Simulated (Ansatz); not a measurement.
Program: Ansatz. Geometries: PBE0-D4/def2-TZVP. ΔE: electronic, gas phase. CCSD(T)/CBS is the MP2 limit (def2-TZVPP, def2-QZVPP) plus CCSD(T) − MP2 in def2-TZVPP, frozen cores. This one scheme is used for every species, atoms too. For atomizations the MP2-based limit and the directly extrapolated one differ by several kJ/mol either way, and by 10 to 25 for some Ge, Se and Sn compounds, so smaller differences from it don't rank the levels. Open shells (•) are unrestricted, without spin–orbit coupling. Spin–orbit coupling would lower the free atoms: a little for C, O; clearly for Ga. Bonds to Ga are less sure, by a few kJ/mol each and by 10 to 20 or more in all where they break to atoms, as the def2 sets lack core-valence functions. Scalar relativity is left out up to krypton. Each species was taken in one conformer, which may not be the lowest.

Consider the atomization: `CO/C=[N]/[GaH2]` → 2 C• + Ga• + 6 H• + N• + O•.

`CO/C=[N]/[GaH2]`:

```xyz
11

C    -1.857    0.208    0.521
O    -1.284    1.027   -0.484
C     0.011    0.790   -0.760
N     0.717   -0.073   -0.209
Ga    2.315   -0.904   -0.033
H    -2.892    0.529    0.616
H    -1.810   -0.845    0.236
H    -1.331    0.334    1.470
H     0.322    1.486   -1.546
H     2.528   -2.201   -0.875
H     3.279   -0.350    1.063
```

```csv
species,CCSD(T)/CBS(def2) energy (Eh)
`CO/C=[N]/[GaH2]`,-2133.50172
C•,-37.79194
Ga•,-1923.88713
H•,-0.50000
N•,-54.53257
O•,-75.00631
```

(1) Work out ΔE.

Largest T1 diagnostic among the species: 0.015.

Results:

(1) ΔE = 6 × (-0.50000) + 2 × (-37.79194) + (-1923.88713) + (-54.53257) + (-75.00631) − (-2133.50172) = 1.49183 Eh = +936.1 kcal/mol.

From r2SCAN to r2SCAN0 (25 % exact exchange), in def2-TZVPP and without D4, ΔE moves by −20.7 kcal/mol: exact exchange takes away binding that semilocal exchange gives to molecules. In def2-TZVPP, CCSD(T) changes the Hartree–Fock value by +267.0 kcal/mol (the triples alone add +17.2 kcal/mol) and MP2 by +284.2 kcal/mol; breaking electron pairs costs correlation energy, which Hartree–Fock lacks. Leaving LDA and LC-ωPBE aside and taking each functional with its dispersion term where it has one, the values, not all of them listed here, spread over 60.9 kcal/mol, from BHLYP-D4 to PBE-D4. LDA lies +134.5 kcal/mol from PBE without D4, its usual overbinding.
